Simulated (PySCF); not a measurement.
# Worked example: chemical shift, span and skew from a shielding tensor

CCl3, SMILES Cl[C](Cl)Cl (connectivity only; charge and spin as stated), charge +1, multiplicity 1. Atoms are numbered in the order given.

```xyz
4

Cl     1.6480     0.0000     0.0000
C      0.0000     0.0000     0.0000
Cl    -0.8240     1.4272     0.0000
Cl    -0.8240    -1.4272     0.0000
```
Charge +1, spin multiplicity 1.

Coordinates come from a PBE0-D3(BJ)/def2-SVP optimisation. The spin state was assumed, not searched. The isomer is the one that the SMILES or the coordinates give; other isomers of the formula were not compared.

GIAO shieldings from PBE/pcSseg-2 (PySCF), non-relativistic, no solvent. The symmetric part of the tensor of C2 has the principal values -125.4, -125.4, 47.7 ppm. The same nucleus in TMS has σ = 181.4 ppm at this level (PySCF, at its B3LYP-D3(BJ)/def2-TZVP geometry). Without spin–orbit terms, shifts of atoms bonded to Cl or Br come out too high.

**Question.** Work out the isotropic shielding, the ¹³C shift against TMS, the span and the skew.

**Answer.** 
σ(iso) = (σ11 + σ22 + σ33)/3 = -67.7 ppm. δ = σ(ref) − σ(iso) = 181.4 − (-67.7) = 249.1 ppm.
Span Ω = σ33 − σ11 = 173.1 ppm. Skew κ = 3(σ(iso) − σ22)/Ω = 1.00, an axial tensor. Tumbling in solution averages the tensor to δ; in a static solid the shielding alone would spread this spin-1/2 line over Ω.
